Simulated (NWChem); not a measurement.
System: SnPH₅; SMILES [PH2][SnH3]

Here is an NWChem input.

```
start job
memory heap 200 mb stack 900 mb global 1100 mb
geometry units angstroms noautoz
  Sn     0.001496     0.631089    -0.024607
  P      0.006056    -1.915482    -0.097566
  H     -1.386091     1.189415    -0.889962
  H      1.430289     1.191263    -0.818745
  H     -0.039757     1.256571     1.588509
  H     -1.043084    -1.999721     0.889166
  H      1.033227    -1.995448     0.912342
end
basis spherical
  Sn library def2-svp
  P library def2-svp
  H library def2-svp
end
ecp
  Sn library def2-ecp
end
dft
  xc m06-2x
  grid xfine
  iterations 150
  mulliken
end
task dft gradient
```

NWChem printed, in part:

```
             Northwest Computational Chemistry Package (NWChem) 7.3.0
             --------------------------------------------------------

 C1  symmetry detected

                             Geometry "geometry" -> ""
                             -------------------------

 Output coordinates in angstroms (scale by  1.889725989 to convert to a.u.)

  No.       Tag          Charge          X              Y              Z
 ---- ---------------- ---------- -------------- -------------- --------------
    1 Sn                  50.0000    -0.00001977     0.59583732    -0.01264822
    2 P                   15.0000    -0.00001835    -1.95102193    -0.07490270
    3 H                    1.0000    -1.39603115     1.15263721    -0.86534453
    4 H                    1.0000     1.42095280     1.15048572    -0.82449895
    5 H                    1.0000    -0.02294539     1.22815865     1.59816428
    6 H                    1.0000    -1.03857832    -2.02950980     0.92342783
    7 H                    1.0000     1.03786593    -2.02830867     0.92420288

 Effective nuclear repulsion energy (a.u.)     238.9022009230

                                 NWChem DFT Module
                                 -----------------

 Summary of "ao basis" -> "ao basis" (spherical)
 ------------------------------------------------------------------------------
       Tag                 Description            Shells   Functions and Types
 ---------------- ------------------------------  ------  ---------------------
 Sn                         def2-svp                10       26   4s4p2d
 P                          def2-svp                 8       18   4s3p1d
 H                          def2-svp                 3        5   2s1p

            General Information
            -------------------
          SCF calculation type: DFT
          Wavefunction type:  closed shell.
          No. of atoms     :     7
          No. of electrons :    42
           Alpha electrons :    21
            Beta electrons :    21
          Charge           :     0
          Spin multiplicity:     1
          Use of symmetry is: off; symmetry adaption is: off
          Maximum number of iterations: 150
          AO basis - number of functions:    69
                     number of shells:    33
          Convergence on energy requested:  1.00D-06
          Convergence on density requested:  1.00D-05
          Convergence on gradient requested:  5.00D-04

              XC Information
              --------------
                       M06-2X Method XC Functional
                     Hartree-Fock (Exact) Exchange  0.540
                        M06-2X Exchange Functional  1.000
                      M06-2X Correlation Potential  1.000

             Grid Information
             ----------------
          Grid used for XC integration:  xfine
          Radial quadrature: Mura-Knowles
          Angular quadrature: Lebedev.
          Tag              B.-S. Rad. Rad. Pts. Rad. Cut. Ang. Pts.
          ---              ---------- --------- --------- ---------
          Sn                  1.45      205          10.0      1454
          P                   1.00      125          11.0      1454
          H                   0.35      100          12.0      1202
          Grid pruning is: on
          Number of quadrature shells:   830
          Spatial weights used:  Erf1

      Superposition of Atomic Density Guess
      -------------------------------------

 Sum of atomic energies:        -592.12979837

      Non-variational initial energy
      ------------------------------

 Total energy =    -556.691531
 1-e energy   =   -1080.954201
 2-e energy   =     408.276143
 HOMO         =      -0.283790
 LUMO         =       0.045673

     ---------------------------------------------
      Total Density - Mulliken Population Analysis
     ---------------------------------------------

    Atom       Charge   Shell Charges
 -----------   ------   -------------------------------------------------------
    1 Sn  22    21.49   1.60  0.42  0.95  0.36  3.25  2.75  1.27  0.81  9.75  0.33
    2 P   15    15.25   2.00  1.99  1.18  0.59  5.94  1.38  2.12  0.05
    3 H    1     1.12   0.66  0.45  0.01
    4 H    1     1.12   0.66  0.45  0.01
    5 H    1     1.12   0.65  0.46  0.01
    6 H    1     0.95   0.64  0.29  0.02
    7 H    1     0.95   0.64  0.29  0.02

   convergence    iter        energy       DeltaE   RMS-Dens  Diis-err
 ---------------- ----- ----------------- --------- --------- ---------
 d= 0,ls=0.0,diis     1   -558.4018974054 -6.74D+02  5.66D-03  7.96D-02
 d= 0,ls=0.0,diis     2   -558.4158506607 -1.40D-02  1.87D-03  9.95D-03
 d= 0,ls=0.0,diis     3   -558.4163415367 -4.91D-04  5.94D-04  1.17D-03
 d= 0,ls=0.0,diis     4   -558.4165377688 -1.96D-04  1.90D-04  2.99D-05
 d= 0,ls=0.0,diis     5   -558.4165457428 -7.97D-06  6.02D-05  4.00D-06
 d= 0,ls=0.0,diis     6   -558.4165466333 -8.91D-07  9.72D-06  1.55D-07

         Total DFT energy =     -558.416546633313
      One electron energy =    -1082.019861019701
           Coulomb energy =      450.632230594532
    Exchange-Corr. energy =      -43.015443078921
 Nuclear repulsion energy =      115.986526870777

 Numeric. integr. density =       42.000000072997

[...]

                         DFT ENERGY GRADIENTS

    atom               coordinates                        gradient
                 x          y          z           x          y          z
   1 Sn     -0.000037   1.125969  -0.023902    0.000001  -0.001123   0.000760
   2 P      -0.000035  -3.686897  -0.141546    0.000003  -0.001478  -0.011826
   3 H      -2.638116   2.178168  -1.635264   -0.001275   0.000671  -0.000966
   4 H       2.685211   2.174103  -1.558077    0.001302   0.000669  -0.000909
   5 H      -0.043360   2.320883   3.020093   -0.000031   0.001355   0.001823
   6 H      -1.962628  -3.835217   1.745026   -0.004542  -0.000050   0.005572
   7 H       1.961282  -3.832948   1.746490    0.004542  -0.000043   0.005546
```

Level: M06-2X/def2-SVP with def2 effective core potentials on Sn. The geometry was optimised at PBE-D3(BJ)/def2-SVP. def2 effective core potentials on Sn; no spin-orbit coupling.
